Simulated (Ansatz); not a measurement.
CH5Ga (SMILES [CH3][GaH2]) moved off its minimum; all values from Ansatz (a program for electronic structure), cores frozen in correlated methods.
(charge 0, multiplicity 1)
```xyz
7

Ga    -0.03184    -0.20604    -0.44673
H     -1.26263    -0.38189    -1.30439
H      1.45448    -0.77011    -0.74348
C     -0.02553     0.72649     1.47703
H     -0.02075     1.80297     1.17642
H      0.99367     0.50794     2.03984
H     -0.88222     0.50645     2.01908
```

Forces at PBE/def2-TZVPP (eV/Å):

| atom | Fx | Fy | Fz |
|---|---|---|---|
| Ga1 | 1.447 | 0.253 | 2.223 |
| H2 | -0.721 | -0.031 | -0.587 |
| H3 | -0.452 | 0.135 | -0.256 |
| C4 | 3.513 | 0.133 | -2.089 |
| H5 | -0.046 | -0.353 | 0.412 |
| H6 | -2.071 | 0.291 | -1.019 |
| H7 | -1.670 | -0.428 | 1.316 |

Problem. Give the forces (eV/Å), the total energy and the dipole at CCSD(T)/cc-pVTZ.

Solution. 
```tsv
atom	Fx	Fy	Fz
Ga1	1.590	0.277	2.368
H2	-0.913	-0.055	-0.728
H3	-0.365	0.089	-0.310
C4	3.468	0.201	-2.058
H5	-0.048	-0.510	0.523
H6	-2.261	0.342	-1.076
H7	-1.471	-0.345	1.281
```
Energy -1964.3522 hartree, dipole 0.64 D.
